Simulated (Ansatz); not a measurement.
The same path of C4H6STe (12 atoms, charge 0, multiplicity 1) was run twice with different band settings. The coordinate that changes most is the dihedral C1–S2–C3–Te6.

All numbers below come from RKS PBE-D4/def2-SVP (Ansatz).

Relaxed end points:

```xyz
12
Properties=species:S:1:pos:R:3
C -0.376 -1.297 2.362
S -1.333 -0.382 1.104
C -0.071 0.287 0.162
C 0.333 0.731 -0.996
C 0.112 0.864 -2.444
Te 1.840 1.449 0.472
H 0.094 -2.201 1.931
H 0.402 -0.629 2.783
H -1.095 -1.583 3.152
H 0.970 0.453 -3.016
H -0.809 0.321 -2.745
H 0.009 1.932 -2.731
```

```xyz
12
Properties=species:S:1:pos:R:3
C -0.502 -1.051 2.454
S -0.777 -1.448 0.693
C 0.216 -0.274 -0.056
C 0.462 0.478 -1.093
C 0.010 1.059 -2.367
Te 2.330 0.504 0.112
H 0.588 -0.972 2.642
H -1.005 -0.106 2.736
H -0.926 -1.893 3.033
H 0.661 0.730 -3.205
H -1.035 0.750 -2.582
H 0.054 2.167 -2.334
```

Common settings: spring 5.0 eV/Å²; optimiser quadratic models (default); start path through a guess of the saddle point; force threshold 0.05 eV/Å; end points relaxed.

| run | movable images | climbing image | iteration limit |
| --- | --- | --- | --- |
| 1 | 9 | yes | 48 |
| 2 | 8 | no | 60 |

Task: What does each run give, and how far can it be trusted?

Result: Run 1: converged after 14 iterations, highest image 0.033 eV above the first end. A vibrational analysis at the climbing image gives one clearly imaginary mode, 60i cm⁻¹: a first-order saddle point.
Run 2: converged after 11 iterations, highest image 0.032 eV above the first end. No image climbed, so the highest image needn't sit at the top of the path.
